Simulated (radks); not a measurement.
Excited configurations of neutral germanium: one electron is placed in a higher orbital outside [Ar] 3d10 4s2 4p1. The ground configuration is [Ar] 3d10 4s2 4p2. Calculated with a radial shooting solver on a logarithmic mesh with Libxc functionals: scalar-relativistic Kohn-Sham, LDA (Slater exchange, Perdew-Wang correlation), spin-polarised, spherical densities, point nucleus; open shells are filled with parallel spins first. Excitation = E - E(ground); binding = E(ion) - E, where the ion is the core of charge +1; n* = 1/sqrt(2 binding) in atomic units, and the quantum defect is n - n*.

| outer orbital | excitation (eV) | binding (eV) | quantum defect | eigenvalue (eV) |
|---|---|---|---|---|
| 4d | 6.112 | 1.922 | 1.339 | -0.753 |
| 5s | 4.576 | 3.458 | 3.016 | -2.037 |
| 5p | 5.734 | 2.300 | 2.568 | -1.297 |
| 5d | 6.847 | 1.187 | 1.614 | -0.659 |
| 5f | 7.392 | 0.641 | 0.394 | -0.382 |
| 6s | 6.392 | 1.642 | 3.121 | -1.026 |
| 6f | 7.571 | 0.462 | 0.574 | -0.296 |
| 7p | 7.251 | 0.782 | 2.830 | -0.507 |
| 7d | 7.502 | 0.531 | 1.939 | -0.348 |
| 7f | 7.686 | 0.348 | 0.746 | -0.232 |

The Delta-SCF ionisation energy is 8.033 eV (NIST Atomic Spectra Database: 7.899 eV, measured). Self-interaction in the functional shifts the binding energies and quantum defects, so they are the method's values and not measured ones. Open shells are spherical and high-spin; term and fine-structure splittings are not resolved.
